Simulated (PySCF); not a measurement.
Compound: CH7B2FSi.
Bonds: C1–B2, B2–Si3, B2–B4, B4–F5. Hydrogens: H6, H7, H8 on C1; H9, H10, H11 on Si3; H12 on B4.

Theory: PBE0-D3(BJ)/def2-SVP geometry optimisation, gas phase (PySCF).

Task: What internal coordinates does the optimisation give?

Result: 
```csv
bond,length (Å),order
C1–B2,1.563,single
B2–Si3,2.033,single
B2–B4,1.684,single
B4–F5,1.330,single
C1–H6,1.112,single
"C1–H7, C1–H8",1.100,single
"Si3–H9, Si3–H10, Si3–H11",1.500,single
B4–H12,1.221,single
```

Bonds in one row agree within 0.01 Å and their mean is given. Orders are formal, as drawn. A selection of angles:
```csv
angle,degrees
B2–C1–H6,102.3
B2–C1–H7,115.6
H6–C1–H7,105.7
H7–C1–H8,110.3
C1–B2–Si3,120.0
C1–B2–B4,124.5
Si3–B2–B4,115.3
B2–Si3–H9,113.6
B2–Si3–H10,106.7
H9–Si3–H10,107.9
B2–B4–F5,122.5
B2–B4–H12,121.8
F5–B4–H12,115.6
```

Torsions: C1–B2–B4–F5 -98° (anticlinal). The mirror-image conformer, all signs reversed, is as good.

Si3 (SiH3 silicon) is distorted tetrahedral (angles from 106.7° to 113.6°). B2 (three-coordinate boron) is planar (angles 124.5°, 120.0° and 115.3°, sum 359.9°, 0.04 Å off the plane of its three neighbours). B4 (three-coordinate boron) is planar (angles 122.5°, 121.8° and 115.6°, sum 359.9°, 0.02 Å off the plane of its three neighbours).

Point group: C1 (no symmetry element, even within 0.4 Å). Not checked by PBE0-D3(BJ)/def2-SVP frequencies. One conformer, not necessarily the lowest.
